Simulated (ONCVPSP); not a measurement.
# erbium ONCV: all-electron and pseudo phase curves

- Element: erbium
- Generator: ONCVPSP 4.0.1
- Type: optimised norm-conserving Vanderbilt (ONCV)
- Functional: PBE
- Relativity: scalar-relativistic
- Frozen core: [Kr] 4d10
- Valence charge: 22
- Reference configuration: 4f11 5s2 5p6 (charge +3)
- Partial waves: 5s: rc 1.30 bohr, ncon 4, nbas 8, qcut 4.2 1/bohr, 2 projectors, debl 1.3 Ha; 5p: rc 1.45 bohr, ncon 5, nbas 9, qcut 5.3 1/bohr, 2 projectors, debl 2.6 Ha; d scattering state at 0.08 Ha: rc 1.45 bohr, ncon 4, nbas 8, qcut 7.1 1/bohr, 2 projectors, debl 0.3 Ha; 4f: rc 0.70 bohr, ncon 5, nbas 10, qcut 27.8 1/bohr, 2 projectors, debl 0.9 Ha
- Local potential: polynomial inside 0.50 bohr (lpopt 5, dvloc0 0 Ha)
- Core correction: Teter function, fcfact 3.5, rcfact 1.6

In the s channel the program set the typed energies aside and used -3.013, 0.250 Ha. In the d channel the program set the typed energies aside and used 0.050, 0.350 Ha. In the f channel the program set the typed energies aside and used -1.302, 0.250 Ha.

The phase is arctan(r·R′/R) of the radial function R(r), unwrapped; energies in Ha, scanned from -5 to 5 Ha. A pole is an energy at which the radial function vanishes at the test radius. The pseudo phase is shifted by a multiple of π to meet the all-electron one at the reference energy, and phase errors are pseudo minus all-electron; the curves can meet again beyond the range given. Levels narrower than the energy grid can be missing from the lists of poles. n/a: not evaluated, since a narrow level or a reset projector energy made the automatic matching unsafe.

```json
{"channel": "s", "radius (bohr)": "1.32", "reference energy (Ha)": "-3.01", "poles, all-electron": "0.58", "poles, pseudo": "0.58", "unbroken range about the reference energy with phases within 0.05 rad": "n/a", "phase error 1 Ha above the reference energy (rad)": "n/a"}
{"channel": "p", "radius (bohr)": "1.48", "reference energy (Ha)": "-2.03", "poles, all-electron": "0.81", "poles, pseudo": "0.81", "unbroken range about the reference energy with phases within 0.05 rad": "the whole range", "phase error 1 Ha above the reference energy (rad)": "-0.000"}
{"channel": "d", "radius (bohr)": "1.48", "reference energy (Ha)": "0.05", "poles, all-electron": "3.53", "poles, pseudo": "3.50", "unbroken range about the reference energy with phases within 0.05 rad": "n/a", "phase error 1 Ha above the reference energy (rad)": "n/a"}
{"channel": "f", "radius (bohr)": "0.71", "reference energy (Ha)": "-1.30", "poles, all-electron": "4.75", "poles, pseudo": "4.75", "unbroken range about the reference energy with phases within 0.05 rad": "the whole range", "phase error 1 Ha above the reference energy (rad)": "-0.000"}
```

Note: ghosts flagged at negative energy: s at -1222.8 eV, p at -633.8 eV, d at -110.5 eV (a further GHOST(-) flag falls on a real empty level of the atom); GHOST(+) flagged for s at 50.6 eV. A true bound ghost makes a file unfit for plane-wave use.

Phases in the s channel:

```json
{"E (Ha)": "-4.96", "all-electron": "0.344", "pseudo": "0.342"}
{"E (Ha)": "-4.48", "all-electron": "-0.097", "pseudo": "-0.099"}
{"E (Ha)": "-4.00", "all-electron": "-0.556", "pseudo": "-0.556"}
{"E (Ha)": "-3.52", "all-electron": "-0.890", "pseudo": "-0.890"}
{"E (Ha)": "-3.04", "all-electron": "-1.102", "pseudo": "-1.102"}
{"E (Ha)": "-2.56", "all-electron": "-1.238", "pseudo": "-1.238"}
{"E (Ha)": "-2.08", "all-electron": "-1.331", "pseudo": "-1.331"}
{"E (Ha)": "-1.60", "all-electron": "-1.398", "pseudo": "-1.399"}
{"E (Ha)": "-1.12", "all-electron": "-1.450", "pseudo": "-1.450"}
{"E (Ha)": "-0.64", "all-electron": "-1.491", "pseudo": "-1.491"}
{"E (Ha)": "-0.16", "all-electron": "-1.526", "pseudo": "-1.526"}
{"E (Ha)": "0.32", "all-electron": "-1.556", "pseudo": "-1.556"}
{"E (Ha)": "0.80", "all-electron": "-1.583", "pseudo": "-1.583"}
{"E (Ha)": "1.28", "all-electron": "-1.608", "pseudo": "-1.609"}
{"E (Ha)": "1.76", "all-electron": "-1.632", "pseudo": "-1.643"}
{"E (Ha)": "2.24", "all-electron": "-1.655", "pseudo": "-4.792"}
{"E (Ha)": "2.72", "all-electron": "-1.680", "pseudo": "-4.817"}
{"E (Ha)": "3.20", "all-electron": "-1.706", "pseudo": "-4.842"}
{"E (Ha)": "3.68", "all-electron": "-1.734", "pseudo": "-4.869"}
{"E (Ha)": "4.16", "all-electron": "-1.766", "pseudo": "-4.899"}
{"E (Ha)": "4.64", "all-electron": "-1.805", "pseudo": "-4.934"}
```
